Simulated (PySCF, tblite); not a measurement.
Compound: CH7FO3Si3.
Bonds: C1–Si2, Si2–F3, Si2–O4, O4–Si5, Si5–O6, O6–Si7, Si7–O8, Si2–O8. Hydrogens: H9, H10, H11 on C1; H12, H13 on Si5; H14, H15 on Si7.

Computed with GFN2-xTB (tblite), gas phase: Langevin dynamics at 300 K from the optimised GFN2-xTB geometry, time step 0.5 fs, friction 0.01 fs⁻¹, 2000 steps. Over the second half of the run the saved frames average 314 K.

Frame at 250 fs, instantaneous temperature 251 K:
```
atom  x, y, z in Å
C1      2.299    0.219   -0.368
Si2     0.548   -0.505   -0.436
F3      0.552   -1.952   -1.182
O4     -0.234   -0.925    0.921
Si5    -1.676   -0.571    1.490
O6     -2.356    0.654    0.548
Si7    -1.895    1.130   -0.946
O8     -0.356    0.575   -1.179
H9      2.505    0.664   -1.306
H10     3.034   -0.620   -0.325
H11     2.370    0.969    0.392
H12    -1.438    0.197    2.786
H13    -2.548   -1.741    1.332
H14    -1.996    2.667   -0.744
H15    -2.756    0.614   -1.927
```

Frame at 425 fs, instantaneous temperature 315 K:
```
atom  x, y, z in Å
C1      2.051    0.558   -0.551
Si2     0.511   -0.444   -0.401
F3      0.719   -1.888   -1.092
O4     -0.001   -0.855    1.104
Si5    -1.416   -0.612    1.899
O6     -2.444   -0.047    0.808
Si7    -2.244    0.494   -0.725
O8     -0.658    0.369   -1.223
H9      1.836    1.605   -0.498
H10     2.327    0.372   -1.572
H11     2.827    0.279    0.116
H12    -1.193    0.597    2.711
H13    -2.131   -1.834    2.384
H14    -2.402    1.986   -0.464
H15    -2.959   -0.414   -1.669
```

Frame at 625 fs, instantaneous temperature 396 K:
```
atom  x, y, z in Å
C1      1.720    1.141   -0.755
Si2     0.393   -0.094   -0.371
F3      0.807   -1.509   -1.082
O4      0.126   -0.172    1.204
Si5    -1.352   -0.530    1.817
O6     -2.521    0.018    0.837
Si7    -2.520    0.509   -0.738
O8     -0.884    0.338   -1.204
H9      2.524    1.134   -0.027
H10     1.371    2.156   -0.836
H11     2.091    0.908   -1.693
H12    -1.477    0.168    3.082
H13    -1.535   -2.058    1.907
H14    -2.610    1.981   -0.821
H15    -3.321   -0.290   -1.665
```

Frame at 800 fs, instantaneous temperature 417 K:
```
atom  x, y, z in Å
C1      2.155    0.714   -0.059
Si2     0.489   -0.294   -0.230
F3      0.720   -1.836   -0.730
O4     -0.080   -0.382    1.250
Si5    -1.582   -0.016    1.804
O6     -2.582   -0.095    0.569
Si7    -2.267    0.138   -1.021
O8     -0.635    0.256   -1.300
H9      2.801    0.547   -0.882
H10     2.584    0.307    0.920
H11     2.031    1.757    0.248
H12    -1.351    1.347    2.296
H13    -1.884   -0.996    2.791
H14    -2.610    1.535   -1.343
H15    -2.872   -0.940   -1.636
```

Frame at 1000 fs, instantaneous temperature 212 K:
```
atom  x, y, z in Å
C1      1.867    0.977   -0.771
Si2     0.714   -0.352   -0.231
F3      1.345   -1.762   -0.123
O4      0.161    0.011    1.231
Si5    -1.343    0.129    1.823
O6     -2.249    0.167    0.469
Si7    -2.014   -0.144   -1.082
O8     -0.472   -0.628   -1.335
H9      1.506    1.466   -1.639
H10     2.721    0.299   -1.089
H11     2.238    1.717   -0.084
H12    -1.494    1.442    2.511
H13    -1.635   -1.021    2.674
H14    -2.264    1.085   -1.816
H15    -2.841   -1.340   -1.366
```

Q: What do single points at PBE0/pcSseg-1 (PySCF, gas phase) give on these frames?

A: 
```
t (fs)  GFN2-xTB E above start (eV)  DFT E above lowest frame (eV)  HOMO (eV)  LUMO (eV)  dipole (D)
   250                         0.50                           0.12      -8.53       0.32        1.05
   425                         0.43                           0.08      -8.51       0.08        1.53
   625                         0.46                           0.00      -8.85       0.08        2.22
   800                         0.53                           0.29      -8.86       0.46        1.80
  1000                         0.41                           0.02      -8.62       0.60        1.72
```

The two levels order the frames alike by energy but for pairs within 0.08 eV at one level; measured from each level's lowest frame they differ by 0.17 eV at most. The HOMO–LUMO gap runs from 8.59 to 9.32 eV. These are instantaneous structures, not minima.

Q: And the isotropic GIAO shieldings (ppm) from the same runs?

A: 
| atom | 250 fs | 425 fs | 625 fs | 800 fs | 1000 fs | mean | range |
| --- | --- | --- | --- | --- | --- | --- | --- |
| C1 | 189.7 | 193.3 | 193.7 | 183.0 | 192.3 | 190.4 | 10.7 |
| Si2 | 401.5 | 395.8 | 398.1 | 397.8 | 400.4 | 398.7 | 5.7 |
| F3 | 299.5 | 304.5 | 302.0 | 302.3 | 310.0 | 303.7 | 10.5 |
| O4 | 232.5 | 228.2 | 229.5 | 221.3 | 227.7 | 227.8 | 11.2 |
| Si5 | 385.0 | 389.2 | 386.7 | 387.5 | 389.3 | 387.5 | 4.3 |
| O6 | 238.6 | 231.9 | 246.7 | 246.9 | 245.6 | 241.9 | 15.0 |
| Si7 | 383.5 | 383.0 | 379.2 | 375.3 | 387.6 | 381.7 | 12.3 |
| O8 | 230.1 | 220.6 | 225.5 | 226.2 | 228.8 | 226.2 | 9.5 |
| H9 | 31.9 | 31.8 | 31.8 | 31.7 | 32.1 | 31.9 | 0.4 |
| H10 | 30.6 | 31.7 | 31.8 | 29.9 | 30.4 | 30.9 | 1.9 |
| H11 | 31.6 | 32.1 | 32.9 | 30.6 | 31.3 | 31.7 | 2.3 |
| H12 | 25.5 | 26.0 | 26.7 | 26.4 | 26.3 | 26.2 | 1.2 |
| H13 | 26.0 | 25.8 | 25.5 | 27.2 | 26.4 | 26.2 | 1.7 |
| H14 | 25.4 | 25.3 | 26.0 | 26.2 | 26.5 | 25.9 | 1.2 |
| H15 | 26.9 | 25.7 | 26.2 | 27.3 | 26.3 | 26.5 | 1.6 |

What follows is the cost of the whole dynamics run. On one thread, x86-64 server, on a shared host, this took 17 s wall.
